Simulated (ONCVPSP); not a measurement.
**What the settings do to the ONCV potential of Tl**

Base potential:

```
Element                 : thallium (Tl)
Generator               : ONCVPSP 4.0.1
Type                    : optimised norm-conserving Vanderbilt (ONCV)
Functional              : PBEsol
Relativity              : scalar-relativistic
Frozen core             : [Xe] 4f14
Valence charge          : 13
Reference configuration : 5d10 6s2 6p1
Partial waves           : 6s: rc 2.00 bohr, ncon 4, nbas 9, qcut 3 1/bohr, 2 projectors, debl 1.4 Ha; 6p: rc 2.20 bohr, ncon 5, nbas 8, qcut 3 1/bohr, 1 projector; 5d: rc 1.50 bohr, ncon 5, nbas 10, qcut 10.2 1/bohr, 1 projector
Local potential         : polynomial inside 1.50 bohr (lpopt 5, dvloc0 6 Ha)
Core correction         : Teter function, fcfact 1.75, rcfact 1.5
```

All-electron outer shells of the reference configuration (PBEsol, scalar-relativistic, ld1.x):

| shell | level (eV) | outermost node (bohr) | outermost maximum (bohr) |
| --- | --- | --- | --- |
| 4f | -114.08 | – | 0.36 |
| 5p | -76.09 | 0.50 | 0.90 |
| 5d | -15.48 | 0.53 | 1.11 |
| 6s | -9.60 | 1.04 | 2.08 |
| 6p | -2.36 | 1.23 | 2.91 |

Cutoffs, loose and tight: the cutoffs (Ha) at which the residual kinetic energy of the hardest occupied pseudo-wave falls to 1 and 0.1 mHa per electron. They do not see the model core or the augmentation charge, which bear on the density cutoff. Test errors are all-electron minus pseudo excitation energies from the reference, over the configurations 5d10 6s2 6p0; 5d10 6s1 6p0; 5d10 6s0 6p0; 5d10 6s1 6p1. A dash means not determined; rows that change the core or the reference have their own tests. The largest error is taken over the tests solved by every variant that gives reliable tests at all: 5d10 6s1 6p0; 5d10 6s1 6p1; 5d10 6s2 6p0.

| change | outcome | cutoff, loose | cutoff, tight | bound ghosts | GHOST(+) flags above zero | largest test error (meV) |
| --- | --- | --- | --- | --- | --- | --- |
| base | generated | 25 Ha | 49 Ha | none | s | -20 |
| core correction Teter function, fcfact 1.1, rcfact 1.5 | generated | 25 Ha | 49 Ha | none | s | -19 |
| d: qcut 13.2 | generated | 47 Ha | 59 Ha | none | s | -19 |
| functional PBE | generated | 23 Ha | 49 Ha | none | s | -18 |
| core correction Teter function, fcfact 1.75, rcfact 1.62 | generated | 25 Ha | 49 Ha | none | s | -28 |

Q: What comes out with this change to the base: s: nproj 1?

A: outcome: generated; cutoff, loose: 25 Ha; cutoff, tight: 49 Ha; bound ghosts: none; GHOST(+) flags above zero: s; largest test error (meV): -11.
